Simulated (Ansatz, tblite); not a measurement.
Cost and result up the ladder for Si(NMeEt)2Me2 (C8H22N2Si) (33 atoms). The state is a singlet with charge 0. Geometry: PBE-D4/def2-SVP.

Cartesian coordinates in Å:
```
Si 0.200 -0.358 -0.090
N -1.540 -0.111 0.001
C -2.108 0.418 1.228
C -2.495 -0.721 -0.912
C -2.980 -2.122 -0.510
H -2.921 1.152 1.010
H -2.544 -0.360 1.902
H -1.324 0.955 1.799
H -3.378 -0.043 -1.008
H -2.046 -0.771 -1.926
H -3.741 -2.504 -1.222
H -2.137 -2.844 -0.493
H -3.439 -2.121 0.500
N 0.933 1.192 0.310
C 0.529 2.371 -0.436
C 2.167 1.333 1.069
C 3.456 1.283 0.236
H 0.442 3.259 0.234
H 1.230 2.652 -1.261
H -0.469 2.199 -0.889
H 2.131 2.299 1.629
H 2.206 0.540 1.845
H 4.352 1.445 0.871
H 3.567 0.298 -0.265
H 3.463 2.062 -0.554
C 0.599 -0.949 -1.843
H 0.140 -1.931 -2.082
H 1.698 -1.060 -1.942
H 0.267 -0.219 -2.609
C 0.844 -1.625 1.158
H 0.346 -2.599 0.968
H 0.611 -1.330 2.201
H 1.939 -1.789 1.082
```

Ansatz on 4 threads of Arm Neoverse V1 on a shared host; xTB runs through tblite on one thread. Times are rough, summed over both states, and most runs start from the orbitals of an earlier one. PBE0-D4/def2-SVP serves as the yardstick here, not as an exact answer. The other state is a doublet.

The xTB rows come from tblite.

Raw xTB energies of ions are shifted by several eV.

| level | functions | wall time | vertical IE (eV) | difference from PBE0-D4/def2-SVP (eV) |
| --- | --- | --- | --- | --- |
| GFN2-xTB | 71 | 0.044 s | 11.74 | 4.29 |
| GFN1-xTB | 93 | 0.06 s | 12.54 | 5.08 |
| PBE-D4/def2-SVP | 268 | 19 s | 7.01 | -0.44 |
| PBE0-D4/def2-SVP | 268 | 44 s | 7.45 | 0.00 |
